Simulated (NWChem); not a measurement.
Species: CH$_{4}$OSi; SMILES [SiH3]C=O

```xyz
7

O     -0.3448    -1.6867     0.0000
C      0.4833    -0.8113     0.0000
Si    -0.0646     1.0477     0.0000
H      1.5795    -1.0718     0.0000
H     -0.8896     1.2838     1.2198
H     -0.8896     1.2838    -1.2198
H      1.1235     1.9530     0.0000
```
Atoms are numbered in this order, from 1.

Results from NWChem. Structure relaxed at the PBE0/def2-SVP level. Level: PBE0/def2-SVP with SMD (1 M gas to 1 M solution), gas-phase geometry. Reactions with the solvent are ignored.

For solvent 1,4-dioxane:

| Quantity | Value |
|---|---|
| solvation free energy (kcal/mol) | -1.3 |
| cavity-dispersion-structure term (kcal/mol) | 0.0 |
| dipole in solution (D) | 2.22 |

**Question.** Estimate the same quantities for solvent water.

**Answer.** The solvation free energy (kcal/mol) comes out as 0.0 and the cavity-dispersion-structure term (kcal/mol) is 4.3. The dipole in solution (D) is 2.77.
